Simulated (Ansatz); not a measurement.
Basis-set extrapolation for CH₇BN₂Si, SMILES `BN[SiH]1CN1` (PBE0-D4/def2-TZVP geometry, frozen core, Ansatz 0.2.0). Multiplicity 1, RHF reference.

```
                      def2-TZVPP   def2-QZVPP
                 HF  -464.568700  -464.586800
    MP2 correlation    -0.806424    -0.862186
CCSD(T) correlation    -0.883864      not run
```

Energies in hartree. Use E(X) = E(∞) + A·exp(−7.88·√X) for Hartree–Fock and E(X) = E(∞) + B·X^(−2.97) for correlation, with X = 3 and 4, and add CCSD(T) minus MP2 of the smaller set to the MP2 limit.

**Question.** What is the CCSD(T) energy at the basis-set limit?

**Answer.** HF limit: -464.586800 + (-0.018100) × 0.13774 = -464.58929. MP2 limit: -0.862186 + (-0.055762) × 0.74074 = -0.90349. Higher-order term: -0.883864 − (-0.806424) = -0.07744. Total: -465.57022 hartree, 3.20 eV below CCSD(T)/def2-TZVPP.
